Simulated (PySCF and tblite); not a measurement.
Values are calculated unless marked as measured or tabulated.
C6H9F3OS, numbered as in [CH3:1][O:2][C@H:3]1[CH2:4][CH2:5][S:6][C@@H:7]1[C:8]([F:9])([F:10])[F:11].

Conformers came from 90 starts (ETKDG and KDG, MMFF94s, GFN2-xTB); geometries are GFN2-xTB. Energies: PBE0-D3(BJ)/pcSseg-1, with GFN2-xTB thermal terms (modes under about 100 cm⁻¹ blended into free rotors). Symmetry numbers and mirror images are counted. Conformers within 2.5 kcal/mol (GFN2-xTB free energy) were kept, 4 at most. GIAO shieldings: PBE0/pcSseg-1. Shifts are against TMS (¹H), TMS (¹³C), CFCl3 (¹⁹F) at the same level. Codes: tblite and PySCF.

Torsions listed: C1–O2–C3–C4. The 5-ring runs over atoms 3–4–5–6–7.

```
conformer                                                        shape  symmetry  E(GFN2) kcal/mol  E(DFT) kcal/mol
        1   5-ring envelope (ring torsions 45, -27, 1, 25, -45°); 161°        C1              0.06             0.00
        2    5-ring envelope (ring torsions 46, -27, 1, 25, -46°); 84°        C1              0.68             0.44
        3  5-ring envelope (ring torsions -46, 37, -19, -5, 33°); 161°        C1              0.00             1.18
        4     5-ring twist (ring torsions -47, 33, -11, -14, 39°); 81°        C1              0.69             1.82
```

(1) How much do the weights at 298.15 K and the averaged shift of C4 depend on how the conformers are weighted?

For its torsions the set is small; conformers may be missing.

## Answers

(1) 
```tsv
weighting	1 (%)	2 (%)	3 (%)	4 (%)	δ (ppm)	rms dipole (D)
DFT energy with thermal terms, symmetry and mirror images (full scheme)	61	30	6	4	40.0	3.23
DFT energy with symmetry and mirror images	60	29	8	3	40.2	3.20
bare DFT energy	60	29	8	3	40.2	3.20
GFN2-xTB energy with symmetry and mirror images	36	13	40	12	41.7	3.00
GFN2-xTB free energy	39	14	29	17	41.3	3.12
leading conformer alone	100	0	0	0	42.0	2.88
equal weights	25	25	25	25	40.2	3.33
full scheme, search stopped after three starts	0	89	0	11	35.7	3.90
```

The largest departure from the full scheme, 4.4 ppm, comes with: full scheme, search stopped after three starts.


Conformer gaps in pcSseg-1 on xTB geometries can be 2 kcal/mol off for S=O, P=O and other polar bonds.